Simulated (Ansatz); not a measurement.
Ideal-gas functions of `[Se]=[C]1[AlH][S]1` at 500 K and 1 bar, from an Ansatz frequency run at PBE0-D4/def2-TZVP.

Molar mass 151.03 g/mol, point group Cs (symmetry number 1), electronic degeneracy 1, moments of inertia 71.062, 362.333, 433.395 u Å². Harmonic wavenumbers (cm⁻¹, unscaled): 218, 255, 328, 432, 444, 523, 649, 1094, 1990.

Use S(trans) = R[1.5 ln M + 2.5 ln T − 1.1517]; rotational temperatures θ = 24.2544 K / I; S(rot) = R[ln(√π/σ · √(T³/θAθBθC)) + 1.5]; for each mode x = 1.438777 ν̃/T, S = R[x/(eˣ − 1) − ln(1 − e⁻ˣ)] and H = RT x/(eˣ − 1); 1 cm⁻¹ = 0.0119627 kJ/mol; R = 8.31446 J/(mol·K).

**Question.** By hand: the entropy, in J/(mol·K).

**Answer.** Translation 182.2. Rotation: θ = 0.3413, 0.0669, 0.056 K, giving 122.4. Vibration, mode by mode: 12.33, 11.07, 9.10, 7.02, 6.82, 5.66, 4.23, 1.54, 0.18, in all 58.0. Electronic 0.0. Sum 362.6 J/(mol·K).

**Question.** By hand: H − E and G − E in kJ/mol, counted from the electronic energy.

**Answer.** Zero-point energy ½ × 5933 × 0.0119627 = 35.5; thermal vibration 16.3; translation, rotation and pV give 4 RT = 16.6. H − E = 68.4 kJ/mol, and G − E = 68.4 − 500 × 362.6/1000 = -112.9 kJ/mol.

Vibration gives 16 % of the entropy.
